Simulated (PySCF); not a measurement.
**Polarisability and C₆ of Tl⁺ (thallium, charge +1)**

[Xe] 4f14 5d10 6s2, closed-shell 1S. Computed with PySCF 2.14 in aug-cc-pwCVTZ-PP with ECP60MDF, with scalar relativity through the core potential. Coupled (time-dependent) response in atomic units; α is the mean over directions.

```csv
method,mean α (bohr³),C₆ (like pair),S(−4)
revPBE,20.19,163.4,119.3
```

S(−4) is the Cauchy moment in α(ω) = α(0) + S(−4) ω² + …

α(iu) at revPBE:

```json
{"u (hartree)": "0", "α(iu) (bohr³)": "20.19"}
{"u (hartree)": "0.0500", "α(iu) (bohr³)": "19.90"}
{"u (hartree)": "0.100", "α(iu) (bohr³)": "19.09"}
{"u (hartree)": "0.200", "α(iu) (bohr³)": "16.59"}
{"u (hartree)": "0.300", "α(iu) (bohr³)": "13.94"}
{"u (hartree)": "0.500", "α(iu) (bohr³)": "9.972"}
{"u (hartree)": "0.750", "α(iu) (bohr³)": "7.107"}
{"u (hartree)": "1.00", "α(iu) (bohr³)": "5.426"}
{"u (hartree)": "1.50", "α(iu) (bohr³)": "3.546"}
{"u (hartree)": "2.00", "α(iu) (bohr³)": "2.519"}
{"u (hartree)": "3.00", "α(iu) (bohr³)": "1.456"}
{"u (hartree)": "5.00", "α(iu) (bohr³)": "0.6544"}
```

A single London oscillator, α(iu) = α/(1 + u²/ω²), gives C₆ = (3/4) ω α². Matching the computed C₆ needs ω = 4 × 163.4 / (3 × 20.19²) = 0.534 hartree.

For an ion, C₆ is the dispersion term alone; charge-induced terms of lower order in 1/R come first.

Energies and moments cover only the electrons outside the core potential. Spin-orbit coupling, which splits the p, d and f shells strongly at this Z, is absent.
